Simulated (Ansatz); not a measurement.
Relaxation of the cluster Na₅⁺ with RKS r2SCAN/def2-SVP.

```sh
$ ansatz run in.yaml --threads 4 --pin off --events-out ev --progress --plain --max-ram 3916MiB
```

```yaml
crystal:
  periodic: [false, false, false]
  atoms:
    - {symbol: Na, position_ang: [-0.001540, -0.166670, -0.045140]}
    - {symbol: Na, position_ang: [1.534360, -0.314120, -3.263350]}
    - {symbol: Na, position_ang: [-1.905170, 0.553280, 2.621610]}
    - {symbol: Na, position_ang: [1.445270, 2.229000, -1.699920]}
    - {symbol: Na, position_ang: [-1.072920, -2.301490, 2.386800]}
basis:
  gaussian: {orbitals: def2-SVP}
total_charge: 1
hamiltonian: {xc: r2scan}
scf: {omitted_lower_state_checks: [starts]}
output: {orbitals: {seedname: orbitals}}
relax: {f_tol: 0.02, max_steps: 100}
```

It took 21 s on 4 threads of Arm Neoverse V1 on a shared host.

Positions (Å) and forces (eV/Å) at steps 1, 2, 3, 4, 7 of 7:

```xyz
5
step=1 energy=-22064.7283 eV
Na   -0.002   -0.167   -0.045    0.007   -0.119   -0.060
Na    1.534   -0.314   -3.263    0.029   -0.328   -0.247
Na   -1.905    0.553    2.622   -0.200    0.405    0.152
Na    1.445    2.229   -1.700    0.097    0.502    0.083
Na   -1.073   -2.301    2.387    0.067   -0.460    0.073
5
step=2 energy=-22064.8119 eV
Na   -0.001   -0.182   -0.053    0.006   -0.087   -0.047
Na    1.546   -0.330   -3.304    0.018   -0.245   -0.181
Na   -1.939    0.579    2.656   -0.146    0.291    0.109
Na    1.476    2.288   -1.723    0.075    0.374    0.061
Na   -1.082   -2.354    2.424    0.047   -0.333    0.057
5
step=3 energy=-22064.9249 eV
Na    0.001   -0.221   -0.078    0.002   -0.019   -0.013
Na    1.563   -0.385   -3.398    0.001   -0.050   -0.039
Na   -2.024    0.641    2.733   -0.038    0.059    0.027
Na    1.561    2.453   -1.775    0.027    0.086    0.004
Na   -1.101   -2.488    2.518    0.008   -0.076    0.021
5
step=4 energy=-22064.9338 eV
Na    0.003   -0.231   -0.085    0.001   -0.001   -0.001
Na    1.567   -0.397   -3.432   -0.003   -0.007   -0.006
Na   -2.059    0.651    2.762   -0.012    0.007    0.006
Na    1.601    2.509   -1.805    0.011    0.015   -0.005
Na   -1.111   -2.532    2.559    0.002   -0.015    0.007
5
step=7 energy=-22064.9363 eV
Na    0.021   -0.161   -0.049    0.001    0.004    0.003
Na    1.483   -0.407   -3.451   -0.006    0.005    0.009
Na   -2.191    0.591    2.777    0.001   -0.010   -0.006
Na    1.744    2.532   -1.870   -0.001   -0.015    0.003
Na   -1.058   -2.556    2.593    0.005    0.015   -0.008
```

The restricted singlet is unstable towards broken spin symmetry in Hartree–Fock (as tested in another run); at r2SCAN/def2-SVP this wasn't settled. The structure comes from a short search, and lower isomers may exist.
